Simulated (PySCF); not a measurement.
Geometry:
```csv
atom,x (Å),y (Å),z (Å)
C1,-2.221,0.556,-0.240
C2,-1.049,-0.037,-1.025
C3,0.199,0.013,-0.198
C4,0.503,-0.986,0.735
C5,1.654,-0.832,1.477
C6,2.411,0.313,1.233
N7,2.064,1.216,0.338
N8,0.982,1.067,-0.364
H9,-2.007,1.589,0.022
H10,-3.127,0.526,-0.839
H11,-2.394,-0.005,0.677
H12,-1.272,-1.071,-1.295
H13,-0.890,0.546,-1.932
H14,-0.146,-1.841,0.857
H15,1.960,-1.561,2.213
H16,3.328,0.517,1.769
```

All values are calculated (PySCF 2.14): GIAO PBE0/pcSseg-1 shieldings, structure optimised with GFN2-xTB. One averaged value for each set of equivalent atoms, gas phase, relativity neglected, single conformer.

Task: List the cross peaks expected in HSQC, COSY and HMBC spectra.

Result: 

HSQC (one-bond C–H):
```tsv
δH	δC
9.46 (H16)	153.5 (C6)
7.39 (H15)	130.3 (C5)
7.38 (H14)	129.1 (C4)
3.15 (H12/H13)	35.8 (C2)
1.35 (H9/H10/H11)	20.4 (C1)
```

COSY cross peaks (H two or three bonds apart, from the bond graph; peaks can be absent where the dihedral angle is near 90°):
```tsv
δH	δH
9.46 (H16)	7.39 (H15)
7.39 (H15)	7.38 (H14)
3.15 (H12/H13)	1.35 (H9/H10/H11)
```

HMBC (two and three bonds, from the bond graph; two-bond peaks within aromatic rings are usually weak or absent):
```tsv
δH	δC
9.46 (H16)	130.3 (C5), 129.1 (C4)
7.39 (H15)	170.2 (C3), 153.5 (C6), 129.1 (C4)
7.38 (H14)	170.2 (C3), 153.5 (C6), 130.3 (C5), 35.8 (C2)
3.15 (H12/H13)	170.2 (C3), 129.1 (C4), 20.4 (C1)
1.35 (H9/H10/H11)	170.2 (C3), 35.8 (C2)
```

Scale: 1H, 13C vs TMS (reference shieldings calculated alike).

Short H···H contacts in this conformer between protons four or more bonds apart (candidates for NOE cross peaks, intensity ∝ r⁻⁶): H12···H14 2.55 Å.

Shifts are as computed. Against solution values, carbons near 30 ppm lie about +3 ppm off and those near 130 ppm about +5 ppm (rms about the fit 2.1 ppm; single classes can miss by 10 ppm). Of 1328 compounds with measured shifts, 309 miss one by over three times the rms of a fit or turn the order of signals round; such compounds aren't used in these exercises. Signals without a measured value on file couldn't be tested in this way; 1H shifts scatter by 0.2 ppm about their fit, and single ones miss by 0.5 ppm.
